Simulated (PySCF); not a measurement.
Ge(Me)(NH2)3, SMILES [CH3][Ge]([NH2])([NH2])[NH2] (CH9GeN3) (PBE0/def2-SVP optimised geometry):

```
14

C      1.528    -0.675     0.000
Ge    -0.412    -0.675     0.000
N     -0.948     1.088     0.000
N     -1.151    -1.400    -1.501
N     -0.948    -1.770     1.381
H      1.934    -0.235     0.924
H      1.901    -0.094    -0.856
H      1.900    -1.705    -0.089
H     -1.934     1.250     0.189
H     -0.401     1.705     0.595
H     -1.656    -0.763    -2.107
H     -1.657    -2.270    -1.378
H     -0.401    -1.688     2.234
H     -1.934    -1.722     1.626
```

Calculation: PBE0/def2-TZVP (PySCF).

Q: What are the frontier orbital energies and the dipole moment?

A: HOMO-2 -7.92 eV, HOMO-1 -6.95 eV, HOMO -6.75 eV, LUMO 0.53 eV, LUMO+1 1.73 eV; dipole moment 2.23 D.

On the same geometry PBE/def2-TZVP run with PySCF 2.14.0 gives HOMO-2 -6.35 eV, HOMO-1 -5.50 eV, HOMO -5.29 eV, LUMO -0.28 eV, LUMO+1 0.88 eV; dipole moment 2.13 D.

Meta-Löwdin charges at PBE0/def2-TZVP: C1 -0.60, Ge2 1.06, N3 -0.74, N4 -0.74, N5 -0.74, H6 0.12, H7 0.14, H8 0.14, H9 0.22, H10 0.22, H11 0.23, H12 0.23, H13 0.22, H14 0.22.
